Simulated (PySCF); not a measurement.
**`C[C@@H](C(=O)O)[C@H](F)C#N`, C₅H₆FNO₂**

Geometry:
```json
{"atom": "C1", "x (Å)": "0.377", "y (Å)": "1.311", "z (Å)": "0.572"}
{"atom": "C2", "x (Å)": "0.134", "y (Å)": "0.252", "z (Å)": "-0.506"}
{"atom": "C3", "x (Å)": "1.008", "y (Å)": "-0.970", "z (Å)": "-0.288"}
{"atom": "O4", "x (Å)": "0.605", "y (Å)": "-2.099", "z (Å)": "-0.223"}
{"atom": "O5", "x (Å)": "2.297", "y (Å)": "-0.648", "z (Å)": "-0.195"}
{"atom": "C6", "x (Å)": "-1.339", "y (Å)": "-0.184", "z (Å)": "-0.564"}
{"atom": "F7", "x (Å)": "-2.100", "y (Å)": "0.853", "z (Å)": "-1.062"}
{"atom": "C8", "x (Å)": "-1.834", "y (Å)": "-0.568", "z (Å)": "0.749"}
{"atom": "N9", "x (Å)": "-2.221", "y (Å)": "-0.854", "z (Å)": "1.783"}
{"atom": "H10", "x (Å)": "-0.269", "y (Å)": "2.168", "z (Å)": "0.394"}
{"atom": "H11", "x (Å)": "1.412", "y (Å)": "1.638", "z (Å)": "0.543"}
{"atom": "H12", "x (Å)": "0.160", "y (Å)": "0.911", "z (Å)": "1.561"}
{"atom": "H13", "x (Å)": "0.394", "y (Å)": "0.674", "z (Å)": "-1.484"}
{"atom": "H14", "x (Å)": "2.839", "y (Å)": "-1.440", "z (Å)": "-0.052"}
{"atom": "H15", "x (Å)": "-1.467", "y (Å)": "-1.034", "z (Å)": "-1.250"}
```

Level of theory: GIAO BHandHLYP/pcSseg-1 magnetisability, rotational g tensor and spin-rotation constants, non-relativistic, gas phase in PySCF. Geometry: GFN2-xTB.

(1) Give the nuclear spin-rotation constants along the inertial axes (H = +C I·J) beside the isotropic shieldings.

## Answers

(1) Rotational constants 2.3642, 1.2280, 1.0654 GHz. A star marks the isotopologue with that one atom substituted, in its own axes.
```
atom  isotope  Caa (kHz)  Cbb (kHz)  Ccc (kHz)  mean (kHz)  σ (ppm)
  F7      19F      0.784      0.378      0.437       0.533    410.6
  N9      14N      0.500      0.158      0.175       0.278    -56.3
 H10       1H     -0.095     -0.066     -0.113      -0.091     30.2
 H11       1H     -0.057     -0.102     -0.095      -0.084     30.0
 H12       1H     -0.264     -0.047     -0.051      -0.121     30.2
 H13       1H     -0.245     -0.003     -0.086      -0.112     28.9
 H14       1H     -0.007     -0.047     -0.137      -0.063     25.4
 H15       1H     -0.216     -0.113      0.048      -0.094     26.2
  C1     13C*      0.311      0.179      0.137       0.209    172.6
  C2     13C*      0.371      0.226      0.220       0.272    141.4
  C3     13C*      1.303      0.407      0.292       0.667      6.2
  O4     17O*     -1.261     -0.631     -0.209      -0.700   -109.6
  O5     17O*     -0.360     -0.354     -0.198      -0.304    139.3
  C6     13C*      0.523      0.263      0.282       0.356    106.3
  C8     13C*      0.933      0.270      0.299       0.500     65.6
```
For the geometry as given, no vibrational averaging.
